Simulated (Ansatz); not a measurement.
`[SiH3][SiH](Br)Br` + `N[CH2][ZnH]` → `N[CH]([SiH3])[ZnH]` + `Br[SiH2]Br`  (formal exchange of groups at the Si–Si bond)

Calculated with Ansatz (gas phase, PBE0-D4/def2-TZVP geometries, no zero-point term in ΔE). CBS: MP2 limit from def2 TZ/QZ plus the TZ coupled-cluster correction, frozen cores. Functionals use def2-TZVPP. B3LYP here is the variant with VWN-RPA as its local correlation; programs differ in this. For Br, Zn outer-core shells are correlated without core-valence functions, which leaves a few kJ/mol of doubt a bond. Scalar relativity is left out up to krypton. One conformer a species, not always the lowest.

Q: Is it downhill or uphill in electronic energy at CCSD(T)/CBS, and by how much? (An estimate is asked.)

A: Computed: Uphill: ΔE = +0.12 eV.

Q: What do these levels give: PBE-D4, ωB97X-V, ωB97M-V, PBE, PBE0, B3LYP, HF/def2-TZVPP, SCS-MP2/def2-TZVPP, CCSD/def2-TZVPP, SCS-MP2/def2-QZVPP, HF/CBS(def2), CCSD/CBS(def2)? (Estimate.)

A: The calculation gave: PBE-D4 0.19, ωB97X-V 0.15, ωB97M-V 0.09, PBE 0.19, PBE0 0.19, B3LYP 0.14, HF/def2-TZVPP 0.12, SCS-MP2/def2-TZVPP 0.07, CCSD/def2-TZVPP 0.12, SCS-MP2/def2-QZVPP 0.07, HF/CBS(def2) 0.11, CCSD/CBS(def2) 0.13 eV.

Largest T1 diagnostic among the species: 0.014.
